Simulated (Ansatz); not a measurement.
One change: `[CH3][InH][CH2]Br` becomes `[CH3][InH][CH2]F`.

Ansatz, PBE0-D4/def2-TZVP geometries, multiplicity 1. Each molecule was computed in one conformer, which needn't be the lowest.

Elements past krypton have def2 core potentials. Scalar relativity is left out up to krypton.

```json
{"property": "LUMO energy (PBE/def2-TZVPP) / eV", "`[CH3][InH][CH2]Br`": "-2.00"}
{"property": "HOMO–LUMO gap (PBE/def2-TZVPP) / eV", "`[CH3][InH][CH2]Br`": "3.92"}
{"property": "HOMO energy (ωB97M-V/def2-TZVPP) / eV", "`[CH3][InH][CH2]Br`": "-9.22"}
{"property": "HOMO energy (PBE0/def2-TZVPP) / eV", "`[CH3][InH][CH2]Br`": "-7.07"}
{"property": "HOMO–LUMO gap (ωB97M-V/def2-TZVPP) / eV", "`[CH3][InH][CH2]Br`": "9.38"}
{"property": "HOMO–LUMO gap (B3LYP/def2-TZVPP) / eV", "`[CH3][InH][CH2]Br`": "5.31"}
```

(1) What does the change do to each property? (Estimate.)

Results:

(1) The calculation gave: 
```csv
property,`[CH3][InH][CH2]F`,shift
LUMO energy (PBE/def2-TZVPP) / eV,-2.15,-0.15
HOMO–LUMO gap (PBE/def2-TZVPP) / eV,3.66,-0.26
HOMO energy (ωB97M-V/def2-TZVPP) / eV,-9.28,-0.06
HOMO energy (PBE0/def2-TZVPP) / eV,-7.08,-0.01
HOMO–LUMO gap (ωB97M-V/def2-TZVPP) / eV,9.26,-0.12
HOMO–LUMO gap (B3LYP/def2-TZVPP) / eV,5.15,-0.16
```

B3LYP here is the variant with VWN-RPA as its local correlation; programs differ in this.

Spin–orbit coupling is left out; it splits and shifts lone-pair levels of the heavy atoms by tenths of an eV.
